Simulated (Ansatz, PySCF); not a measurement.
Reaction (SMILES): CCN(CC)B(O)O + 7 [H][H] (H2) -> B (BH3) + 4 C (CH4) + N (NH3) + 2 O (H2O)
Geometries: B3LYP-D3(BJ)/def2-TZVP minima from Ansatz (an electronic-structure program), one conformer each, not searched for the lowest. Frequencies are from Ansatz or PySCF.

Property: energy of full hydrogenation (enthalpy at 298 K, with B3LYP-D3(BJ) rigid-rotor harmonic-oscillator terms), in kcal/mol. Cores are frozen in the correlated levels unless marked. No spin-orbit coupling. Non-relativistic. Basis-set limits of correlation are two-point, X^-3; Hartree-Fock from the larger set. [CCSD(T)-MP2]/basis is that difference in the basis named.

```
level                                                     program  energy of full hydrogenation (kcal/mol)
-------------------------------------------------  --------------  ---------------------------------------
PBE0-D4/def2-TZVPD                                 Ansatz + dftd4                                        …
CCSD/6-31G                                                 Ansatz                                     32.4
RI-MP2/CBS(cc-pVTZ,cc-pVQZ)+[CCSD(T)-MP2]/cc-pVTZ          Ansatz                                        …
```

What belongs in the gaps?


- PBE0-D4/def2-TZVPD, energy of full hydrogenation (kcal/mol): 15.4
- RI-MP2/CBS(cc-pVTZ,cc-pVQZ)+[CCSD(T)-MP2]/cc-pVTZ, energy of full hydrogenation (kcal/mol): 16.0
